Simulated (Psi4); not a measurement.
AgI, singlet, geometry from GFN2-xTB (such geometries of metal compounds can be far from the true shape) (core potentials on Ag, I); HF/def2-SVP (Psi4).

Psi4 was given this input:
```
memory 2 GB

molecule {
0 1
  Ag   -0.00000000   -0.00000000   -1.36117526
  I     0.00000000    0.00000000    1.20707995
}

set basis def2-svp
set stability_analysis check
set scf_type pk

energy('scf')
print_variables()
```

Predict the main parts of the log of this Psi4 run.


```
   => Loading Basis Set <=

    Name: DEF2-SVP
    Role: ORBITAL
    Keyword: BASIS

    !!!  WARNING: ECP capability is in beta. Please check occupations closely.  !!!

         ---------------------------------------------------------
                                   SCF
               by Justin Turney, Rob Parrish, Andy Simmonett
                          and Daniel G. A. Smith
                              RHF Reference
         ---------------------------------------------------------

  ==> Geometry <==

    Molecular point group: c2v
    Full point group: C_inf_v

    Geometry (in Angstrom), charge = 0, multiplicity = 1:

       Center              X                  Y                   Z               Mass
    ------------   -----------------  -----------------  -----------------  -----------------
         AG           0.000000000000     0.000000000000    -1.393968092026   106.905091600000
         I            0.000000000000     0.000000000000     1.174287117974   126.904471900000

  Running in c2v symmetry.

  Rotational constants: A = ************  B =      0.04405  C =      0.04405 [cm^-1]
  Rotational constants: A = ************  B =   1320.46775  C =   1320.46775 [MHz]
  Nuclear repulsion =   97.871572143428082

  Charge       = 0
  Multiplicity = 1
  Electrons    = 44
  Nalpha       = 22
  Nbeta        = 22

  ==> Algorithm <==

  SCF Algorithm Type is PK.
  DIIS enabled.
  MOM disabled.
  Fractional occupation disabled.
  Guess Type is SAD.
  Energy threshold   = 1.00e-06
  Density threshold  = 1.00e-06
  Integral threshold = 1.00e-12

  ==> Primary Basis <==

  Basis Set: DEF2-SVP
    Blend: DEF2-SVP
    Number of shells: 21
    Number of basis functions: 57
    Number of Cartesian functions: 64
    Spherical Harmonics?: true
    Max angular momentum: 3

  Core potential: DEF2-SVP
    Number of shells: 8
    Number of ECP primitives: 43
    Number of ECP core electrons: 56
    Max angular momentum: 3

  ==> Integral Setup <==

  Using in-core PK algorithm.
   Calculation information:
      Number of atoms:                   2
      Number of AO shells:              21
      Number of primitives:             42
      Number of atomic orbitals:        64
      Number of basis functions:        57

      Integral cutoff                 1.00e-12
      Number of threads:                 1

  Performing in-core PK
  Using 2734062 doubles for integral storage.
  We computed 26261 shell quartets total.
  Whereas there are 26796 unique shell quartets.

  ==> DiskJK: Disk-Based J/K Matrices <==

    J tasked:                  Yes
    K tasked:                  Yes
    wK tasked:                  No
    Schwarz Cutoff:          1E-12

  Minimum eigenvalue in the overlap matrix is 2.4063875436E-02.
  Reciprocal condition number of the overlap matrix is 6.7411600733E-03.
    Using symmetric orthogonalization.

  ==> Pre-Iterations <==

  SCF Guess: Superposition of Atomic Densities via on-the-fly atomic UHF (no occupation information).

   -------------------------
    Irrep   Nso     Nmo
   -------------------------
     A1        26      26
     A2         5       5
     B1        13      13
     B2        13      13
   -------------------------
    Total      57      57
   -------------------------

  ==> Iterations <==

                        Total Energy        Delta E     RMS |[F,P]|

   @RHF iter SAD:  -438.93492928690688   -4.38935e+02   0.00000e+00
   @RHF iter   1:  -442.62836156918650   -3.69343e+00   1.54170e-02 ADIIS/DIIS
   @RHF iter   2:  -442.77087413251195   -1.42513e-01   7.87414e-03 ADIIS/DIIS
   @RHF iter   3:  -442.79665706836380   -2.57829e-02   7.59666e-04 ADIIS/DIIS
   @RHF iter   4:  -442.79722854601999   -5.71478e-04   3.12361e-04 ADIIS/DIIS
   @RHF iter   5:  -442.79735226369507   -1.23718e-04   1.39506e-04 ADIIS/DIIS
   @RHF iter   6:  -442.79739131058506   -3.90469e-05   4.56956e-05 DIIS
   @RHF iter   7:  -442.79739819701228   -6.88643e-06   1.43904e-05 DIIS
   @RHF iter   8:  -442.79739869005419   -4.93042e-07   4.51068e-06 DIIS
   @RHF iter   9:  -442.79739875599512   -6.59409e-08   6.00115e-07 DIIS
  Energy and wave function converged.

	Presorting SO-basis two-electron integrals.
	Sorting File: SO Ints (nn|nn) nbuckets = 1
	Constructing frozen core operators
	Starting first half-transformation.
	Sorting half-transformed integrals.
	First half integral transformation complete.
	Starting second half-transformation.
	Two-electron integral transformation complete.
	Starting first half-transformation.
	Sorting half-transformed integrals.
	First half integral transformation complete.
	Starting second half-transformation.
	Two-electron integral transformation complete.
    Lowest singlet (RHF->RHF) stability eigenvalues:
      B1 0.149877        B2 0.149877        A1 0.170220        A2 0.225664
      A1 0.225664        A2 0.240368        A1 0.254362        B2 0.254599
      B1 0.254599        A2 0.255757        A1 0.255757        B1 0.268244
      B2 0.268244        B1 0.280012        B2 0.280012        A1 0.290624
      B2 0.339155        B1 0.339155        A2 0.395709        A2 0.407380

    Lowest triplet (RHF->UHF) stability eigenvalues:
      A1 0.098537        B2 0.120964        B1 0.120964        A1 0.197621
      A2 0.207365        A1 0.207365        B2 0.215231        B1 0.215231
      A2 0.221396        A1 0.221396        A1 0.222979        B2 0.227989
      B1 0.227989        A2 0.240368        B1 0.255391        B2 0.255391
      B1 0.312096        B2 0.312096        A2 0.380950        A2 0.407380

  ==> Post-Iterations <==

    Orbital Energies [Eh]
    ---------------------

    Doubly Occupied:

       1A1    -7.675329     2A1    -5.527696     1B1    -5.521694
       1B2    -5.521694     3A1    -4.386200     4A1    -2.839203
       2B2    -2.835115     2B1    -2.835115     5A1    -2.222095
       3B1    -2.219558     3B2    -2.219558     6A1    -2.213566
       1A2    -2.213566     7A1    -0.828995     8A1    -0.571032
       4B1    -0.570794     4B2    -0.570794     9A1    -0.563723
       2A2    -0.563723    10A1    -0.352289     5B2    -0.323868
       5B1    -0.323868

    Virtual:

      11A1    -0.018733     6B2     0.062045     6B1     0.062045
      12A1     0.115433    13A1     0.181074    14A1     0.440141
       7B2     0.441706     7B1     0.441706    15A1     0.524287
       8B2     0.538267     8B1     0.538267    16A1     0.555864
       3A2     0.555864    17A1     0.609116     9B2     0.637861
       9B1     0.637861    18A1     0.689481     4A2     0.689481
      19A1     0.808339    10B2     0.849946    10B1     0.849946
      20A1     1.141866    21A1     2.360405    22A1     2.940710
       5A2     2.940710    11B2     2.942422    11B1     2.942422
      12B1     2.942855    12B2     2.942855    23A1     2.960911
      13B1    19.251538    13B2    19.251538    24A1    19.410061
      25A1    54.250983    26A1    56.633794

    Final Occupation by Irrep:
             A1    A2    B1    B2
    DOCC [    10,    2,    5,    5 ]
    NA   [    10,    2,    5,    5 ]
    NB   [    10,    2,    5,    5 ]

  @RHF Final Energy:  -442.79739875599512

   => Energetics <=

    Nuclear Repulsion Energy =             97.8715721434280823
    One-Electron Energy =                -975.5389945303894592
    Two-Electron Energy =                 434.8700236309662159
    Total Energy =                       -442.7973987559951183

Computation Completed

Properties will be evaluated at   0.000000,   0.000000,   0.000000 [a0]

Properties computed using the SCF density matrix

 Multipole Moments:

 ------------------------------------------------------------------------------------
     Multipole            Electronic (a.u.)      Nuclear  (a.u.)        Total (a.u.)
 ------------------------------------------------------------------------------------

 L = 1.  Multiply by 2.5417464519 to convert [e a0] to [Debye]
 Dipole X            :          0.0000000            0.0000000            0.0000000
 Dipole Y            :          0.0000000            0.0000000            0.0000000
 Dipole Z            :         -8.1089700            5.4268856           -2.6820844
 Magnitude           :                                                    2.6820844

 ------------------------------------------------------------------------------------

  Variable Map:
  ----------------------------------------------------------------------------
  "CURRENT ENERGY"           =>    -442.797398755995
  "CURRENT REFERENCE ENERGY" =>    -442.797398755995
  "DD SOLVATION ENERGY"      =>       0.000000000000
  "HF KINETIC ENERGY"        =>     170.373133404278
  "HF POTENTIAL ENERGY"      =>    -613.170532160273
  "HF TOTAL ENERGY"          =>    -442.797398755995
  "HF VIRIAL RATIO"          =>       3.598986060233
  "NUCLEAR REPULSION ENERGY" =>      97.871572143428
  "ONE-ELECTRON ENERGY"      =>    -975.538994530389
  "PCM POLARIZATION ENERGY"  =>       0.000000000000
  "PE ENERGY"                =>       0.000000000000
  "SCF ITERATION ENERGY"     =>    -442.797398755995
  "SCF ITERATIONS"           =>       9.000000000000
  "SCF TOTAL ENERGY"         =>    -442.797398755995
  "TWO-ELECTRON ENERGY"      =>     434.870023630966

  Array Variable Map:
  ----------------------------------------------------------------------------
  "CURRENT DIPOLE"           =>       0.000000000000 ... -2.682084397101 1 by 3
  "SCF DIPOLE"               =>       0.000000000000 ... -2.682084397101 1 by 3
  "SCF TOTAL ENERGIES"       =>    -438.934929286907 ... -442.797398755995 1 by 10
```
